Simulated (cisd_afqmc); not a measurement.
Input (AFQMC/CISD/cc-pVTZ; cisd_afqmc is a phaseless AFQMC code with CISD trial states that reads the integrals written by Ansatz):

Ansatz 0.2 input:
```python
import cisd_afqmc

open("ham.yaml", "w").write("""\
crystal:
  periodic: [false, false, false]
  atoms:
    - {symbol: F, position_ang: [-0.06988665, -1.50991294, -0.98384392]}
    - {symbol: C, position_ang: [-0.04182733, -0.66077868, 0.04221968]}
    - {symbol: F, position_ang: [-0.11239575, -1.36974302, 1.16783618]}
    - {symbol: Br, position_ang: [-1.58898283, 0.52671738, -0.06570501]}
    - {symbol: Br, position_ang: [1.64302585, 0.32704192, 0.01115505]}
basis:
  gaussian:
    orbitals: cc-pVTZ
magnetization: {spin_polarized: false}
correlation: {method: ccsd, electrons: outside_noble_gas, hamiltonian_folder: ham}
""")
rep = cisd_afqmc.ansatz("ham.yaml")
e_ccsd = rep["correlation"]["coupled_cluster"]["energy"]["hartree"]
out = cisd_afqmc.run("ham", e_ccsd, trial="CISD", walkers=1000, populations=1, threads=12, dt=0.005, steps=40, early=24, settle=10, least=100,
    cut=5e-5, rank_cut=2e-4, target=0.0004, seconds=1500, seed=4, memory=62639, gpu=True)
```

Output:

```
orbitals 145, occupied [16], factors 885 of 1142, rank of the doubles 749 of 2064
E(HF) = -5381.732983
E(CCSD) on the cut factors = -5382.740480, shift to the whole factors -0.000015
Energy of the trial state on the determinant = -5382.740474
  tau behind 7.2 of longer steps, mean of the populations' last blocks
   2.0  -5382.78174
   4.0  -5382.78171
   6.0  -5382.77937
   8.0  -5382.78569
  10.0  -5382.78054
  12.0  -5382.78078
  14.0  -5382.78492
  16.0  -5382.78243
  18.0  -5382.78697
  20.0  -5382.78479
  22.0  -5382.78162
  24.0  -5382.78306
  26.0  -5382.78523
  28.0  -5382.77976
  30.0  -5382.77994
  32.0  -5382.78383
  34.0  -5382.78241
  36.0  -5382.78615
  38.0  -5382.77995
  40.0  -5382.78373
  42.0  -5382.78318
  44.0  -5382.78229
  46.0  -5382.78479
  48.0  -5382.78314
  50.0  -5382.78047
  52.0  -5382.78278
  54.0  -5382.78573
  56.0  -5382.78164
  58.0  -5382.78552
  60.0  -5382.78656
  62.0  -5382.78225
  64.0  -5382.77859
  66.0  -5382.78026
  68.0  -5382.78269
  70.0  -5382.78099
  72.0  -5382.77983
  74.0  -5382.78037
  76.0  -5382.78067
  78.0  -5382.78174
blocks 384 (0 outliers left out), error by blocks joined: 1: 0.00023, 2: 0.00028, 4: 0.00033, 8: 0.00037, 16: 0.00039
E(AFQMC/CISD) = -5382.78257 +/- 0.00039
```
